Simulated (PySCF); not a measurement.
Si(AsH2)(F)3 (AsF₃H₂Si), SMILES F[Si](F)(F)[AsH2]. Heavy atoms are numbered as in [F:1][Si:2]([F:3])([F:4])[AsH2:5]. Hydrogens are named by the atom that carries them.

The structure is a stationary point at B3LYP-D3(BJ)/def2-SVP.

Computed with PBE/pcSseg-1 (PySCF).

GIAO shieldings, no solvent; atoms alike by connectivity are averaged. δ = σ(ref) − σ: ¹⁹F against CFCl3 (σ = 133.6 ppm); ²⁹Si against TMS (σ = 335.4 ppm); ⁷⁵As against AsH3 (σ = 1870.9 ppm); ¹H against TMS (σ = 31.49 ppm), references at their B3LYP-D3(BJ)/def2-TZVP geometries, non-relativistic.

```
atoms       nucleus  count     δ (ppm)
----------  -------  -----  ----------
F1              ¹⁹F      3      -128.9
Si2            ²⁹Si      1  (withheld)
As5 (AsH2)     ⁷⁵As      1  (withheld)
H on As5         ¹H      2        2.40
```

Q: Some entries are withheld; supply them. (Estimate from the structure and the level; the computed values follow.)

A: 
- As5 (AsH2), δ (ppm): -53.1
- Si2, δ (ppm): -28.4
